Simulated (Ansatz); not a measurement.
`OC1(F)BC1` + H₂O → `OC1(O)BC1` + H–F  (formal hydrolysis of a C–F bond)

Calculated with Ansatz (gas phase, PBE0-D4/def2-TZVP geometries, no zero-point term in ΔE). CCSD(T)/CBS adds triple-zeta CCSD(T) − MP2 to the extrapolated MP2 energy (def2 sets, frozen cores). This one scheme is used for every species. One conformer a species, not always the lowest.

| species | CCSD/def2-SVP energy (Eh) |
| --- | --- |
| `OC1(F)BC1` | -277.49941 |
| H₂O | -76.17170 |
| `OC1(O)BC1` | -253.53813 |
| H–F | -100.13731 |

Problem. Work out ΔE.

Solution. ΔE = (-253.53813) + (-100.13731) − (-277.49941) − (-76.17170) = -0.00433 Eh = -11.4 kJ/mol. CCSD(T)/CBS gives -11.2 kJ/mol.

Largest T1 diagnostic among the species: 0.013.

The D4 term adds −3.2 kJ/mol with B3LYP and −1.7 kJ/mol with PBE0; it sums over pairs of atoms, weighted by their polarisabilities, and B3LYP, whose exchange is more repulsive, gets the larger term. In def2-TZVPP, CCSD(T) changes the Hartree–Fock value by −12.2 kJ/mol (the triples alone add −1.6 kJ/mol) and MP2 by −16.6 kJ/mol.

B3LYP here is the variant with VWN-RPA as its local correlation; programs differ in this.
